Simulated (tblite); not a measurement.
C₇H₇N (charge +1 and doublet state).
SMILES with atom numbers: `[CH2:1][CH+:2][c:3]1[cH:4][cH:5][n:6][cH:7][cH:8]1` (hydrogens: H9, H10 on C1; H11 on C2; H12 on C4; H13 on C5; H14 on C7; H15 on C8)

A start from a force field or distance geometry was refined with GFN2-xTB geometry optimisation, gas phase (tblite). Values at the start:

| coordinate | start |
| --- | --- |
| C1–C2 | 1.487 Å |
| C1–H9 | 1.110 Å |
| C1–H10 | 1.098 Å |
| C2–C3 | 1.454 Å |
| C2–H11 | 1.063 Å |
| C3–C4 | 1.399 Å |
| C4–C5 | 1.386 Å |
| C4–H12 | 1.086 Å |
| C5–N6 | 1.364 Å |
| C5–H13 | 1.088 Å |
| C1–C2–C3 | 118.9° |
| C2–C3–C4 | 121.9° |
| C2–C3–C8 | 122.3° |
| C3–C4–C5 | 122.3° |
| C3–C8–C7 | 121.0° |
| C4–C3–C8 | 115.8° |
| C4–C5–N6 | 119.6° |
| C5–N6–C7 | 119.1° |
| C1–C2–C3–C4 | 68° |

Problem. How do these coordinates change at the GFN2-xTB level?

Solution. 
```csv
coordinate,GFN2-xTB (Å or °),change
C1–C2,1.330,-0.157
C5–N6,1.295,-0.069
C1–H9,1.077,-0.033
C1–H10,1.079,-0.019
C2–H11,1.082,+0.019
C2–C3,1.469,+0.015
C4–H12,1.078,-0.008
C4–C5,1.393,+0.007
C5–H13,1.083,-0.005
C3–C4,1.397,-0.002
C5–N6–C7,125.7,+6.6
C1–C2–C3,124.7,+5.8
C3–C4–C5,117.9,-4.4
C4–C3–C8,119.2,+3.4
C3–C8–C7,118.7,-2.3
C2–C3–C4,120.2,-1.7
C2–C3–C8,120.5,-1.8
C4–C5–N6,119.6,0.0
C1–C2–C3–C4,32,-36
```

The energy falls by 35.6 kcal/mol over 84 L-BFGS steps, the largest force on an atom goes from 5.99 to 0.009 eV/Å, and the atoms move by 0.501 Å rms after alignment. The bond that changes most is C1–C2 (ends: carbon bonded to C and 2 H; carbon bonded to 2 C and H), which shortens by 0.157 Å. Bonds longer at the end by more than 0.005 Å: 6 of 15; shorter: 7. Among the dihedrals that turn most is H9–C1–C2–C3, from 41° to -2°. Rotational constants go from 5104, 1533, 1255 to 5349, 1603, 1248 MHz.

Its GFN2-xTB frequencies are all real (lowest 68 cm⁻¹). 2 starts were optimised and ended at 0.00 and 0.06 kcal/mol (GFN2-xTB); the lowest of these is shown.

One conformer stands for the species.

All values are computed, not measured.
